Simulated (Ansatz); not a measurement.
Ansatz (an electronic-structure program) input (B3LYP/LANL2DZ): The .json file is the Basis Set Exchange's LANL2DZ.

Ansatz 0.2 input:
```yaml
crystal:
  periodic: [false, false, false]
  atoms:
    - {symbol: Zn, position_ang: [-0.00000000, -0.00000000, -1.71578915]}
    - {symbol: I, position_ang: [0.00000000, 0.00000000, 0.97120140]}
basis:
  gaussian:
    orbitals: LANL2DZ.json
hamiltonian:
  xc: {name: B3LYP}
magnetization: {spin_polarized: true, initial_magnetization: 1}
phonons: {temperatures: {t_min: 298.15, t_max: 298.15, t_step: 100}}
```

### Question
Which harmonic wavenumbers does it give?

### Answer
168 cm⁻¹ (unscaled; negative means imaginary).
